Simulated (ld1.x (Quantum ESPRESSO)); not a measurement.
Logarithmic derivatives: Be (Z = 4), RRKJ

* Element: beryllium (Be)
* Generator: ld1.x (Quantum ESPRESSO) 7.5
* Type: norm-conserving RRKJ (Kleinman–Bylander form)
* Functional: PBEsol
* Relativity: scalar-relativistic
* Frozen core: none
* Valence charge: 4
* Reference configuration: 1s2 2s0.5 2p0 (charge +1.5)
* Partial waves: 2p (bound, empty): rc 4.20 bohr; 1s (bound): rc 0.45 bohr
* Local potential: the s channel
* Core correction: none

Occupied shells without a wave of their own: 2s. They enter only through the test configuration that unscreens the potential.

The phase is arctan(r·u′/u) with u = r·R(r), unwrapped; energies in Ry, scanned from -11 to 5 Ry. A pole is an energy at which the radial function vanishes at the test radius. The pseudo phase is shifted by a multiple of π to meet the all-electron one at the reference energy, and phase errors are pseudo minus all-electron; the curves can meet again beyond the range given. Levels narrower than the energy grid can be missing from the lists of poles.

```
channel  radius (bohr)  reference energy (Ry)  poles, all-electron      poles, pseudo  unbroken range about the reference energy with phases within 0.05 rad  phase error 1 Ry above the reference energy (rad)
      s           4.57                  -9.10    -1.26, 0.60, 3.43  -1.26, 0.61, 3.44                                                             below -1.4                                             +0.000
      p           4.57                  -1.02    -0.97, 0.62, 3.11        -0.97, 1.19                                                             below -0.5                                             +0.553
```

Note: ghost state, extra bound levels that the all-electron valence spectrum of the same l lacks: p at -12.7 eV. A true bound ghost makes a file unfit for plane-wave use.

Phases in the s channel:

```
E (Ry)  all-electron  pseudo
-11.00         1.502   1.502
-10.52         1.501   1.501
-10.04         1.499   1.499
 -9.56         1.497   1.497
 -9.08         1.495   1.495
 -8.60         1.493   1.493
 -8.12         1.490   1.490
 -7.64         1.487   1.487
 -7.16         1.484   1.484
 -6.68         1.481   1.481
 -6.20         1.477   1.477
 -5.72         1.472   1.472
 -5.24         1.467   1.467
 -4.76         1.461   1.461
 -4.28         1.453   1.453
 -3.80         1.444   1.444
 -3.32         1.432   1.432
 -2.84         1.416   1.416
 -2.36         1.392   1.392
 -1.88         1.348   1.348
 -1.40         0.975   0.986
 -0.92        -1.858  -1.857
 -0.44        -2.447  -2.438
  0.04        -4.428  -4.424
  0.52        -4.689  -4.688
  1.00        -4.807  -4.805
  1.48        -4.996  -4.990
  1.96        -6.848  -6.796
  2.44        -7.678  -7.674
  2.92        -7.794  -7.793
  3.40        -7.851  -7.850
  3.88        -7.898  -7.897
  4.36        -7.959  -7.957
  4.84        -8.111  -8.100
```
